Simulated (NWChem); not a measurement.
System meant: C3H6Cl, doublet; SMILES C[C](C)Cl

Input file for NWChem:

```
start job
memory heap 200 mb stack 900 mb global 1100 mb
geometry units angstroms noautoz
  C      0.018593     1.066942    -1.307119
  C     -0.153503     0.385867     0.000000
  C      0.018593     1.066942     1.307119
  Cl     0.099193    -1.329864     0.000000
  H      1.086310     1.151200    -1.594935
  H     -0.391810     2.087753    -1.264121
  H     -0.489669     0.518259    -2.114509
  H     -0.489669     0.518259     2.114509
  H      1.086310     1.151200     1.594935
  H     -0.391810     2.087753     1.264121
end
basis spherical
  * library def2-svp
end
dft
  odft
  mult 2
  xc b3lyp
  iterations 4
  mulliken
end
task dft energy
```

End of the output:

```
     --------------------------
     Expectation value of S2:
     --------------------------
      <S2> =      0.7536 (Exact =     0.7500)

 center of mass
 --------------
 x =  -0.01260025 y =   0.21413382 z =   0.00000000

 moments of inertia (a.u.)
 ------------------
         573.206357230907           0.000000000000          -0.000000000000
           0.000000000000         221.093938692376           0.000000000000
          -0.000000000000           0.000000000000         377.441598168498

     Multipole analysis of the density
     ---------------------------------

     L   x y z        total         alpha         beta         nuclear
     -   - - -        -----         -----         ----         -------
     0   0 0 0      0.000000    -21.000000    -20.000000     41.000000

     1   1 0 0      0.089468      0.200259     -0.110791      0.000000
     1   0 1 0     -0.580162     -0.006093     -0.574069      0.000000
     1   0 0 1      0.000000     -0.000000      0.000000      0.000000

     2   2 0 0    -24.397011    -19.545509    -16.770892     11.919391
     2   1 1 0      0.015250      0.526616      0.452957     -0.964323
     2   1 0 1     -0.000000      0.000000     -0.000000      0.000000
     2   0 2 0    -23.671516   -114.217001   -111.569915    202.115400
     2   0 1 1      0.000000      0.000000      0.000000      0.000000
     2   0 0 2    -23.171920    -80.108256    -77.795123    134.731459

 ------------------------------------------------------------------------
 dft energy failed                                                                                  0
 ------------------------------------------------------------------------
 ------------------------------------------------------------------------
  current input line :
    25: task dft energy
 ------------------------------------------------------------------------
 ------------------------------------------------------------------------
 This type of error is most commonly associated with calculations not reaching convergence criteria
 ------------------------------------------------------------------------
 For more information see the NWChem manual at https://nwchemgit.github.io

0:dft energy failed:Received an Error in Communication
```

### Question
Find the fault in this run and fix the input.

### Answer
Convergence was not reached. Cause: the SCF was allowed too few iterations. This input runs:
```
start job
memory heap 200 mb stack 900 mb global 1100 mb
geometry units angstroms noautoz
  C      0.018593     1.066942    -1.307119
  C     -0.153503     0.385867     0.000000
  C      0.018593     1.066942     1.307119
  Cl     0.099193    -1.329864     0.000000
  H      1.086310     1.151200    -1.594935
  H     -0.391810     2.087753    -1.264121
  H     -0.489669     0.518259    -2.114509
  H     -0.489669     0.518259     2.114509
  H      1.086310     1.151200     1.594935
  H     -0.391810     2.087753     1.264121
end
basis spherical
  * library def2-svp
end
dft
  odft
  mult 2
  xc b3lyp
  iterations 150
  mulliken
end
task dft energy
```
It converges to -577.86759 Ha (B3LYP/def2-SVP, spin-unrestricted).
